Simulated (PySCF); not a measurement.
**Static response to an electric field**

Species: C6H10Si.
Numbering: `[CH3:1][C:2]#[C:3][SiH:4]1[CH2:5][CH2:6][CH2:7]1` (hydrogens: H8, H9, H10 on C1; H11 on Si4; H12, H13 on C5; H14, H15 on C6; H16, H17 on C7)

Structure used (GFN2-xTB), in Å, numbered top down from 1:
```xyz
17
C6H10Si angstrom
C     -3.8145   -0.1389   -0.0529
C     -2.4157    0.1853    0.1099
C     -1.2492    0.4567    0.2475
Si     0.5372    0.8575    0.4525
C      1.6554   -0.5535    1.1046
C      2.5084   -0.5123   -0.1803
C      1.6700    0.4579   -1.0381
H     -4.4318    0.6480    0.3799
H     -4.0388   -1.0807    0.4475
H     -4.0540   -0.2348   -1.1118
H      0.6979    2.1754    1.0769
H      2.2262   -0.3674    2.0119
H      1.1484   -1.5080    1.2325
H      2.6337   -1.4914   -0.6421
H      3.5001   -0.1069    0.0183
H      2.2498    1.2731   -1.4651
H      1.1698   -0.0481   -1.8616
```

Level: CAM-B3LYP/def2-SVPD (PySCF), static field, nuclei fixed, core orbitals frozen in the response. The polarisability tensor in these axes (au):

```
x   128.80   0.38   0.60
y     0.38  79.81   0.58
z     0.60   0.58  78.89
```

Problem. Give the principal values, the mean and the anisotropy Δα = √{½[(α1 − α2)² + (α2 − α3)² + (α1 − α3)²]}.

Solution. Principal values 78.61, 80.08 and 128.81 au; mean 95.83 au = 14.20 Å³ = 15.80 × 10⁻⁴⁰ C²·m²/J; Δα = 49.48 au (52 % of the mean).

Problem. What is the dipole moment, and where does it point?

Solution. (-1.21, -0.40, -0.19) D, 1.29 D in size, pointing from the negative to the positive side. Measured along this direction, the outermost atoms are H15 at the negative end and H9 and H10 at the positive end.

Problem. Orientational against electronic polarisability at 350 K (dilute gas, rigid molecules)?

Solution. In Gaussian units μ²/3kT = 11.49 Å³ against 14.20 Å³, a ratio of 0.81; the Debye molar polarisation (4π/3)N_A(α + μ²/3kT) is 64.8 cm³/mol, leaving out the vibrational part.

Problem. Rayleigh depolarisation ratio (linearly polarised light, static tensor)?

Solution. ρ = 3Δα²/(45ᾱ² + 4Δα²) = 7344.9/(413288 + 9793.2) = 0.0174.

Problem. Find the Langevin capture rate constant for NH4+ (18.034 u) meeting this molecule (110.055 u), k = 2.342 × 10⁻⁹ cm³/s × √(α in Å³ / reduced mass in u).

Solution. The reduced mass is 15.50 u, so k = 2.24 × 10⁻⁹ cm³/s. The formula leaves out the permanent dipole, which adds to the capture rate.

Problem. Give the eigenvalues of the traceless quadrupole moment Θ = ½Σq(3rr − r²1), origin at the centre of nuclear charge.

Solution. -5.01, -4.96, 9.97 D·Å. The values depend on the origin, since the dipole doesn't vanish. The electronic extent ⟨r²⟩ about the same centre is 1357 bohr², a root-mean-square distance of 2.52 Å for the 60 electrons.

Problem. Refractivity n − 1 of an ideal gas of it at 350 K and 1 atm, from the electronic α?

Solution. N = p/kT = 2.0968 × 10¹⁹ cm⁻³, so n − 1 = 2π × N × 14.20 × 10⁻²⁴ cm³ = 1871 × 10⁻⁶ at long wavelengths, for an ideal gas.

Isolated species at its GFN2-xTB geometry (one conformer only).
